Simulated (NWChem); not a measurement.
Molecule: BeSiH$_{3}$F; SMILES [F][Be][SiH3]

Results from NWChem. The geometry was optimised at PBE0/def2-SVP. Ions are spin-unrestricted doublets at the neutral geometry; other ion states weren't tried.

Question: Estimate the computed values for B3LYP/def2-TZVP. Quantities: vertical ionisation energy, ΔSCF (eV); −ε(HOMO) (eV).

Answer: 
```json
{
 "vertical ionisation energy, ΔSCF (eV)": "10.83",
 "−ε(HOMO) (eV)": "8.21"
}
```
